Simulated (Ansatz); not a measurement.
One change: `CSB(F)F` becomes `O[SiH2]B(F)F`.

Ansatz, PBE0-D4/def2-TZVP geometries, multiplicity 1. Each molecule was computed in one conformer, which needn't be the lowest.

| property | `CSB(F)F` |
| --- | --- |
| zero-point energy (PBE0-D4/def2-TZVP) / kJ/mol | 128.7 |
| LUMO energy (B3LYP/def2-TZVPP) / eV | -0.02 |
| HOMO–LUMO gap (B3LYP/def2-TZVPP) / eV | 7.48 |
| LUMO energy (ωB97M-V/def2-TZVPP) / eV | 1.95 |
| LUMO energy (PBE0/def2-TZVPP) / eV | 0.23 |
| size of the dipole moment (ωB97M-V/def2-TZVPP) / D | 2.13 |

Give the same properties after the change, and the shifts. (Best estimate.)

Computed: 
```csv
property,`O[SiH2]B(F)F`,shift
zero-point energy (PBE0-D4/def2-TZVP) / kJ/mol,107.0,-21.7
LUMO energy (B3LYP/def2-TZVPP) / eV,-1.32,-1.30
HOMO–LUMO gap (B3LYP/def2-TZVPP) / eV,7.01,-0.47
LUMO energy (ωB97M-V/def2-TZVPP) / eV,0.94,-1.01
LUMO energy (PBE0/def2-TZVPP) / eV,-1.10,-1.33
size of the dipole moment (ωB97M-V/def2-TZVPP) / D,1.01,-1.12
```

With PBE0 the HOMO falls by 0.79 eV and the LUMO falls by 1.33 eV, so the gap narrows by about 0.54 eV. PBE moves the HOMO by -0.58 eV and ωB97M-V by -0.85 eV. Dipoles are sizes alone; their direction can turn.

B3LYP here is the variant with VWN-RPA as its local correlation; programs differ in this.
